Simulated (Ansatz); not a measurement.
```yaml
crystal:
  periodic: [false, false, false]
  atoms:
    - {symbol: F, position_ang: [-0.445814, 0.395617, 1.362608]}
    - {symbol: As, position_ang: [-0.462064, -0.457349, -0.125656]}
    - {symbol: F, position_ang: [1.203968, -0.865849, -0.112731]}
    - {symbol: F, position_ang: [-0.296099, 0.927581, -1.124221]}
basis:
  gaussian: {orbitals: aug-cc-pVTZ}
magnetization: {spin_polarized: true, initial_magnetization: 1}
hamiltonian: {xc: {name: HF}}
correlation: {method: rpa, electrons: outside_noble_gas}
```

```sh
$ ansatz run in.yaml --threads 4 --pin off --events-out ev --progress --plain --max-ram 10444MiB
```

Output, abridged:

```
Error: a molecule whose nuclei and cores have a total charge of 60 cannot have a net charge of 0 together with 1 unpaired electrons
```

(1) What is wrong with this run?

Answers

(1) The number of unpaired electrons doesn't fit the electron count. The program refused the input.
